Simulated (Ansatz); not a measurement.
Input for Ansatz (a first-principles code): R-CCSD(T)/cc-pV(D+d)Z on H3NSi (SMILES N[SiH]), a point of a bond scan (R = 1.009 Å). Files ending in .json are basis or fitting sets from the Basis Set Exchange.

Ansatz 0.2 input:
```yaml
crystal:
  periodic: [false, false, false]
  atoms:
    - {symbol: Si, position_ang: [-0.24474767, 0.39103857, 0.50999719]}
    - {symbol: H, position_ang: [-0.58600086, 1.47385990, -0.51531157]}
    - {symbol: N, position_ang: [0.39778231, -0.68955254, -0.65444502]}
    - {symbol: H, position_ang: [0.46313720, -0.52839300, -1.64843432]}
    - {symbol: H, position_ang: [0.76485489, -1.59313906, -0.39509969]}
basis:
  gaussian:
    orbitals: cc-pV_D+d_Z.json
    pivot_positions_ang: [[-0.24474767, 0.39103857, 0.50999719], [-0.58600086, 1.47385990, -0.51531157], [0.39778231, -0.68955254, -0.65444502], [0.46313720, -0.52839300, -1.64843432], [0.76485489, -1.59313906, -0.39509969]]
magnetization: {spin_polarized: false}
correlation: {method: ccsd_t, electrons: outside_noble_gas}
scf: {lower_state_search: off}
output: {orbitals: {seedname: ./end}}
```

Question: Predict the final total energy.

Answer: -345.4156 hartree (reference determinant -345.1158, T1 diagnostic 0.018).
